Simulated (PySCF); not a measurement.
A GIAO shielding run with PySCF (density fitting, non-relativistic, gas phase) on `C[SiH2]CS[Si@H](O)SC`, C$_{3}$H$_{12}$OS$_{2}$Si$_{2}$:

```
$ OMP_NUM_THREADS=1 python probes_run.py task.json out

{"job": {"kind": "nmr", "xc": "PBE0", "basis": "pcSseg-1"}, "charge": 0, "multiplicity": 1}
C      3.592767    -0.502275     0.031672
Si     2.156037     0.162189    -1.009726
C      0.805427    -1.182055    -1.108926
S      0.154593    -1.645292     0.538440
Si    -1.228056    -0.079722     0.943380
O     -2.320885    -0.589064     2.024478
S     -2.188561     0.516840    -0.884874
C     -3.482165     1.561124    -0.156177
H      4.057129    -1.363888    -0.440580
H      4.361656     0.251754     0.168541
H      3.251975    -0.813814     1.015529
H      2.566304     0.447354    -2.389076
H      1.573299     1.358743    -0.389823
H     -0.043214    -0.873082    -1.714017
H      1.191983    -2.111156    -1.522217
H     -0.655299     1.085019     1.592700
H     -2.601156    -1.500410     2.078473
H     -3.026185     2.436212     0.295391
H     -4.031485     0.995590     0.589069
H     -4.139314     1.856609    -0.967109
```

Hardware: 1 thread of an Arm Neoverse V1, shared host. The job also computes population analyses, field gradients.

Task: How large is the calculation?

Result: 98 electrons, 224 basis functions and 1258 auxiliary functions.

Task: How long does it take, and how much memory does it need?

Result: 55 s of wall time, with 13 SCF cycles and 5 response iterations; peak memory 1.1 GiB. Times on a shared host scatter by some tens of per cent.
